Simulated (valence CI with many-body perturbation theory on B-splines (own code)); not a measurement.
Values are calculated unless marked as measured or tabulated.
# From CI to CI+MBPT in Dy³⁴⁺

Method: relativistic CI+MBPT: four valence electrons over a frozen Dirac-Fock core [Ar] 3d10, radial functions for each j: 11 s, 11 p, 9 d, 7 f, 5 g, 2 h, 1 i, with the one-electron correlation potential Σ1, the two-electron term Σ2, the three-electron term Σ3, Breit, model QED; selected CI, second order for the rest (own B-spline code, finite nucleus).

No measured spectrum was set against this ion. As an estimate, large intervals hold to a few tenths of a per cent, small ones and those within an open d or f shell to about a per cent.

Each rung adds one term. CI alone is the Dirac-Coulomb CI over the frozen core; QED comes last and gives the full result, which names the levels. Energies are above (4s^2 4p1/2^2) J=0 on the same rung, in cm⁻¹.

Levels are named by their leading jj configuration (3d3/2^4 stands for four electrons in 3d with j = 3/2), which in mixed levels can hold well under half, so a name can repeat and another be missing. Letters in brackets count levels of one name in rising energy.

```tsv
Level	CI alone	+ Σ1	+ Σ2	+ Σ3	+ Breit	Full
(4s^2 4p1/2 4p3/2) J=1	387496	389021	390304	390401	385344	385940
(4s^2 4p1/2 4p3/2) J=2	417079	418620	419439	419474	414190	414789
(4s^2 4p3/2^2) J=2	826493	829564	831450	831523	821319	822486
(4s^2 4p3/2^2) J=0	891124	894211	895009	894926	884998	886146
(4s 4p1/2^2 4p3/2) J=2	1004070	1005020	1007620	1007880	1007040	1001560
(4s 4p1/2^2 4p3/2) J=1	1107480	1108460	1107060	1107190	1106290	1100940
(4s 4p1/2 4p3/2^2) J=2 [a]	1357610	1359880	1364750	1365130	1359300	1354730
(4s^2 4p1/2 4d3/2) J=2	1396840	1397240	1398410	1398730	1391380	1390510
(4s 4p1/2 4p3/2^2) J=3	1416830	1419100	1422530	1422840	1416360	1411940
(4s 4p1/2 4p3/2^2) J=0	1480840	1483280	1485120	1485250	1479760	1474950
(4s 4p1/2 4p3/2^2) J=1 [a]	1497600	1499210	1495810	1495930	1489710	1486660
(4s 4p1/2 4p3/2^2) J=1 [b]	1541940	1543920	1541060	1541100	1535100	1531070
(4s 4p1/2 4p3/2^2) J=2 [b]	1543700	1545640	1543880	1544030	1536910	1533550
(4s^2 4p1/2 4d5/2) J=3	1578220	1579200	1576530	1576650	1567030	1566460
(4s 4p1/2 4p3/2^2) J=1 [c]	1587060	1588720	1581630	1581590	1575370	1572040
(4s^2 4p1/2 4d5/2) J=2	1600780	1601970	1595250	1595260	1586970	1585460
(4s 4p3/2^3) J=2	1843400	1846820	1850320	1850630	1838860	1835980
(4s^2 4p3/2 4d3/2) J=1	1899640	1901850	1898070	1898210	1886490	1885570
(4s^2 4p3/2 4d3/2) J=2	1907780	1909620	1904510	1904620	1892430	1892240
(4s^2 4p3/2 4d3/2) J=0	1920700	1922490	1918000	1918100	1906110	1906090
(4s^2 4p3/2 4d3/2) J=3	1926400	1928180	1923350	1923400	1910670	1910750
(4s^2 4p3/2 4d5/2) J=4	1923240	1925530	1926710	1927020	1912190	1912600
(4s 4p3/2^3) J=1	2011480	2014670	2009870	2009870	1997890	1995550
(4s^2 4p3/2 4d5/2) J=2	2034010	2036830	2030680	2030660	2017540	2016350
(4s 4p1/2^2 4d3/2) J=1	2028290	2027920	2029540	2029970	2027130	2020580
(4s 4p1/2^2 4d3/2) J=2	2042320	2042170	2043740	2044140	2041200	2034320
(4s^2 4p3/2 4d5/2) J=3	2063460	2065730	2058420	2058310	2043910	2044200
(4s^2 4p3/2 4d5/2) J=1	2109640	2112390	2104440	2104170	2091050	2090130
(4p1/2^2 4p3/2^2) J=2	2132800	2134040	2133300	2133690	2130840	2121730
(4s 4p1/2^2 4d5/2) J=3	2156270	2156530	2156290	2156710	2151270	2145020
(4p1/2^2 4p3/2^2) J=0	2219110	2220950	2217630	2217820	2216170	2205650
```

(1) How does the ionisation energy move along the ladder, and which term matters most?

## Answers

(1) CI alone 1470.0, + Σ1 1471.7, + Σ2 1471.8, + Σ3 1471.7, + Breit 1470.1, + QED 1470.2 eV. The largest step is Σ1, 1.7 eV, with Breit about as large (-1.6). NIST lists 1468 ± 5 eV (theoretical).
